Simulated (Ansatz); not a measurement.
The cluster GeAu2⁻. Charge -1, multiplicity 2. Geometry r2SCAN-D4/def2-TZVPD; atoms count from 1.

```xyz
3

Au    0.668   -0.763    1.355
Au   -1.317    0.996   -0.374
Ge    0.649   -0.232   -0.981
```

In the def2 sets Au takes a core potential; there is no spin–orbit coupling. The structure comes from a short search, and lower isomers may exist.

(1) Estimate the Mulliken populations from the PBE0/def2-TZVPD orbitals of Ansatz.

(2) Where does the spin sit?

(3) And the Mayer bond orders between bonded heavy atoms (over 0.3)?

Answers

(1) 
```csv
atom,charge (e),spin (α − β),d electrons
Au1,-0.52,0.05,9.74
Au2,-0.52,0.05,9.74
Ge3,0.04,0.90,–
```
Mulliken values and Mayer orders depend strongly on the basis. With diffuse functions, as here, like atoms can get unlike values, and bond orders can come out too low or too high.

(2) Summed by element: Au 0.10, Ge 0.90, of 1 unpaired in all. Largest on single atoms: Ge3 0.90, Au1 0.05, Au2 0.05.

(3) Au1–Au2 0.37 (3.17 Å); Au1–Ge3 1.06 (2.40 Å); Au2–Ge3 1.06 (2.40 Å).
